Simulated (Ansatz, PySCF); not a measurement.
Process, species as SMILES: CN[SiH2] -> C[N][SiH3]
Geometries: B3LYP-D3(BJ)/def2-TZVP minima from Ansatz (a quantum-chemistry and plane-wave program), one conformer each, not searched for the lowest.

Quantity: isomerisation energy (enthalpy at 298 K, with B3LYP-D3(BJ) rigid-rotor harmonic-oscillator terms from PySCF), in kJ/mol. Cores are frozen in the correlated levels unless marked. Open shells are spin-unrestricted. Spin-orbit coupling is left out. Non-relativistic. CBS marks a two-point X^-3 extrapolation of the correlation energy; Hartree-Fock from the larger set.

```
level                                                program  isomerisation energy (kJ/mol)  minus last row
--------------------------------------------  --------------  -----------------------------  --------------
HF/cc-pVTZ                                            Ansatz                           15.4           -42.4
HF/aug-cc-pV(Q+d)Z                                    Ansatz                           14.3           -43.5
r2SCAN-D3(BJ)/def2-TZVPD                      Ansatz + dftd3                           50.3            -7.5
wB97M-V/def2-TZVPD                                    Ansatz                           50.1            -7.7
MP2/cc-pwCVTZ                                         Ansatz                           76.4            18.6
SCS-MP2/6-31G                                         Ansatz                          103.0            45.2
CCSD(T)/6-31G*                                        Ansatz                           49.1            -8.7
CCSD(T)/aug-cc-pV(D+d)Z                               Ansatz                           52.6            -5.2
CCSD(T)/aug-cc-pV(T+d)Z                               Ansatz                           57.5            -0.3
CCSD(T)/CBS(aug-cc-pV(T+d)Z,aug-cc-pV(Q+d)Z)          Ansatz                           57.8             0.0
```
